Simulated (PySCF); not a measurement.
An EPR job on `C1[C@@H]([C]=[CH+])S(C1)(=O)=O` [radical].

Method: UKS B3LYP, pcH-1 on C H O S, non-relativistic, mean-field spin-orbit, GIAO (PySCF 2.14.0). Geometry: GFN2-xTB. The command runs a driver script over a list of jobs; the input below is this job's line of settings and its coordinates in Å.

Command:
```bash
OMP_NUM_THREADS=1 python probes_run.py task.json out
```

Input:
```
{"job": {"kind": "epr", "basis": "pcH-1"}, "charge": 1, "multiplicity": 2}
C      2.663903     0.475782     1.570622
C      1.677870     0.501436     0.862222
C      0.542966     0.497531     0.063410
C     -0.810731     0.869357     0.623091
C     -1.685180    -0.248489     0.056703
S     -0.257752    -1.380038    -0.120608
O      0.069914    -2.100862     1.048705
O      0.009998    -1.865842    -1.419669
H      3.531861     0.495228     2.172888
H      0.711810     0.731250    -0.986528
H     -1.131735     1.863283     0.300214
H     -0.795713     0.848266     1.713865
H     -2.083478    -0.052469    -0.934969
H     -2.444409    -0.634906     0.730357
```

Output:
```
UKS, coarse grid
  cycle   1  E = -742.01394565  |g| = 8.85e-01
  cycle   2  E = -740.58241853  |g| = 2.10e+00
  cycle   3  E = -742.27102216  |g| = 2.24e-01
  cycle   4  E = -742.28918725  |g| = 1.49e-01
  cycle   5  E = -742.29829847  |g| = 6.63e-02
  cycle   6  E = -742.29999353  |g| = 1.87e-02
  cycle   7  E = -742.30011434  |g| = 1.03e-02
  cycle   8  E = -742.30016724  |g| = 3.81e-03
  cycle   9  E = -742.30017682  |g| = 2.58e-03
  cycle  10  E = -742.30018240  |g| = 9.48e-04
UKS, final grid
  cycle   1  E = -742.30022199  |g| = 1.53e-03
  cycle   2  E = -742.30021718  |g| = 3.44e-03
  cycle   3  E = -742.30022353  |g| = 4.60e-04
  cycle   4  E = -742.30022365  |g| = 1.91e-04
  cycle   5  E = -742.30022372  |g| = 1.88e-04
  cycle   6  E = -742.30022376  |g| = 9.86e-05
  cycle   7  E = -742.30022376  |g| = 1.51e-05
E = -742.30022376 Eh   <S^2> = 0.7599 (exact 0.7500)
g shifts (ppm)      1          2          3
  rmc          -197       -197       -197
  gc             -1         38         19
  oz_so         774       4427       6991
  total         576       4268       6814
hyperfine (MHz)  atom isotope    a_iso     a_fc   dipolar eigenvalues
    0   13C      28.67      28.56    -35.39    -30.99     66.38
    1   13C     -25.01     -25.12    -12.76     -0.92     13.69
    2   13C      21.67      21.62    -22.08    -21.28     43.36
    3   13C      -2.74      -2.73     -2.41     -1.94      4.35
    4   13C      46.94      46.89     -8.55     -8.19     16.74
    5   33S      -9.62      -9.70     -6.33     -4.01     10.34
    6   17O      -2.76      -2.39    -35.05     16.67     18.38
    7   17O      -7.34      -6.88    -51.03     24.70     26.33
    8    1H     -33.99     -34.03    -15.71     -3.35     19.06
    9    1H      14.16      14.14    -10.12     -1.12     11.24
   10    1H      23.55      23.56     -2.45     -0.40      2.85
   11    1H      -0.52      -0.51     -2.35     -0.97      3.32
   12    1H      -0.20      -0.21     -4.25     -0.50      4.75
   13    1H      16.61      16.60     -4.36     -0.76      5.12
```

rmc, gc and oz_so are the mass-correction, gauge-correction and orbital-Zeeman/spin–orbit parts of the g shift along its three principal axes; a_iso is the isotropic hyperfine coupling and a_fc its Fermi-contact part. Atoms in this output count from 0.

Question: How far is ⟨S²⟩ from the pure-spin value?

Answer: S = 0.5 gives S(S+1) = 0.75; the run has 0.7599, 0.0099 more.

Question: Get g_iso from the total shifts.

Answer: Their mean is 3886 ppm; added to g_e = 2.002319 it gives 2.00621.

In short: ⟨S²⟩ 0.760; g_iso 2.0062.

One conformer (not necessarily the lowest) at the GFN2-xTB geometry, without solvent, vibrations or thermal averaging.

Question: How long does this job take on an AMD EPYC 7R43 with one thread, no GPU (shared host)? And the peak memory of the process?

Answer: About 1.8 min (density and orbital grids were written too), with 1.0 GiB resident at the peak, the Python interpreter and its libraries included.
Labels such as C1 count atoms from 1, the log's own numbers from 0.
